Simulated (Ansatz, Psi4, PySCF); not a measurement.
CHNO, charge -1, doublet, geometry from GFN2-xTB (a state made from the parent by changing its charge; the spin is typed, not shown lowest) (in this run its highest filled SCF level lies above zero, so its values depend strongly on the basis, on diffuse functions most of all). Base run: PBE0/def2-SVP (PySCF).

Geometry (Å):
```xyz
4

N     -1.1093     0.2681     0.1706
C      0.0740    -0.2762     0.2050
O      1.1356    -0.0007    -0.4040
H     -1.7631    -0.2141     0.8074
```
Charge -1, spin multiplicity 2.
Orbitals are unrestricted.
All else is at PySCF's defaults.

The same geometry, method and basis name were run in Ansatz (an electronic-structure program) and Psi4 and PySCF, at each program's defaults and at the settings that a row names. The base is PySCF at its defaults. Differences at the defaults can come from grids, fitting, cores and function types together.

```
code and settings                                                                             ΔE vs base (µEh)  basis functions      E (Eh)  SCF cycles
--------------------------------------------------------------------------------------------  ----------------  ---------------  ----------  ----------
PySCF, defaults (exact integrals, its default grid, spherical functions)                                   0.0               47  -168.32408          12
Psi4, defaults (density fitting with its default set, its default grid, spherical functions)               7.8               47  -168.32407          10
Ansatz, defaults (factorised integrals, its default grid, spherical functions)                            -1.3               47  -168.32408           -
PySCF, density fitting with def2-universal-jkfit                                                           8.7               47  -168.32407          12
PySCF, fine grid                                                                                          -1.4               47  -168.32408          12
Psi4, exact integrals, spherical functions, fine grid                                                     -1.4               47  -168.32408          14
Ansatz, high accuracy                                                                                     -1.4               47  -168.32408           -
```

Open shells are given as the SCF converged; they aren't shown to be the lowest states, and a large step between rows can be another state.
